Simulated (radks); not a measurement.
Problem. Radial electron density D(r) = 4 pi r^2 rho(r) of an atom or ion with 3 electrons. All-electron calculation, Dirac Kohn-Sham, XLYP, spin-unpolarised, spherical densities, finite nucleus; Fermi nuclear charge, rms radius of each element as measured or else 0.836 A^(1/3) + 0.57 fm. Program: a radial shooting solver on a logarithmic mesh with Libxc functionals.

```
   r/bohr * D(r) (the largest magnitude, 4.52, reaches the edge; | marks zero)
  0.01125 |*
  0.01259 |*
  0.01419 | *
  0.01587 | *
  0.01775 |  *
  0.01986 |  *
  0.02221 |   *
  0.02484 |    *
  0.02801 |     *
  0.03133 |      *
  0.03505 |        *
   0.0392 |         *
  0.04384 |           *
  0.04904 |              *
  0.05529 |                 *
  0.06185 |                    *
  0.06917 |                       *
  0.07737 |                           *
  0.08654 |                               *
   0.0968 |                                   *
   0.1091 |                                       *
   0.1221 |                                           *
   0.1365 |                                               *
   0.1527 |                                                  *
   0.1708 |                                                    *
   0.1926 |                                                      *
   0.2154 |                                                      *
    0.241 |                                                     *
   0.2695 |                                                  *
   0.3015 |                                              *
   0.3372 |                                         *
   0.3802 |                                  *
   0.4252 |                            *
   0.4756 |                      *
    0.532 |                *
    0.595 |            *
   0.6656 |         *
   0.7504 |       *
   0.8394 |      *
   0.9388 |       *
     1.05 |       *
    1.175 |        *
    1.324 |        *
    1.481 |       *
    1.657 |       *
    1.853 |     *
    2.073 |    *
    2.318 |   *
    2.614 |  *
    2.924 | *
     3.27 |*
    3.658 |*
    4.091 |*
    4.576 |*
     5.16 *
    5.771 *
    6.455 *
     7.22 *
    8.076 *
    9.033 *
    10.18 *
```

What is the nuclear charge?

Solution. Z = 5. The innermost maximum, from 1s, lies near gamma/Z bohr with gamma = sqrt(1 - (Z/c)^2) = 0.999, here 0.2 bohr (found: 0.205), and its height grows with Z. The density is that of the boron ion B2+ in 1s1.75 2s1 3d0.25; the configuration itself is not fixed sharply by these data. D(r) has 2 maxima, at r = 0.205, 1.29 bohr, and minima at 0.853 bohr, inside which lie 1.82 electrons.
